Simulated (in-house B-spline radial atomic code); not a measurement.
A fraction x of an electron is removed from 5s in Ru, starting from [Kr] 4d7 5s1 and keeping the highest spin. Method: scalar-relativistic (X2C) OLYP, spin-polarised, spherical fractional occupations, Fermi nucleus of rms radius 4.4809 fm. Calculated with a B-spline radial code for spherical atoms.

```json
{"x": "0", "E(x) - E(0) (eV)": "0.0000", "5s up level (eV)": "-4.383"}
{"x": "0.03", "E(x) - E(0) (eV)": "0.1340", "5s up level (eV)": "-4.554"}
{"x": "0.22", "E(x) - E(0) (eV)": "1.1032", "5s up level (eV)": "-5.653"}
{"x": "0.29", "E(x) - E(0) (eV)": "1.5133", "5s up level (eV)": "-6.065"}
{"x": "0.47", "E(x) - E(0) (eV)": "2.7016", "5s up level (eV)": "-7.144"}
{"x": "0.5", "E(x) - E(0) (eV)": "2.9187", "5s up level (eV)": "-7.326"}
{"x": "0.56", "E(x) - E(0) (eV)": "3.3693", "5s up level (eV)": "-7.694"}
{"x": "0.73", "E(x) - E(0) (eV)": "4.7674", "5s up level (eV)": "-8.761"}
{"x": "0.83", "E(x) - E(0) (eV)": "5.6757", "5s up level (eV)": "-9.409"}
{"x": "0.91", "E(x) - E(0) (eV)": "6.4496", "5s up level (eV)": "-9.941"}
{"x": "1", "E(x) - E(0) (eV)": "7.3720", "5s up level (eV)": "-"}
```

The exact functional would give a straight line between the two integer points. Deviations E(x) - E(0) - x[E(1) - E(0)], in eV: -0.087 at x = 0.03, -0.519 at x = 0.22, -0.625 at x = 0.29, -0.763 at x = 0.47, -0.767 at x = 0.5, -0.759 at x = 0.56, -0.614 at x = 0.73, -0.443 at x = 0.83, -0.259 at x = 0.91.

The curve lies below the straight line by up to 0.767 eV (at x = 0.5): convex, the delocalisation error that favours fractional charges.

Problem. How well does Slater's transition state (minus the level at half occupation) give the ionisation energy?

Solution. It gives 7.326 eV against 7.372 eV from the two total energies; NIST lists 7.36 eV, ground level to ground level.
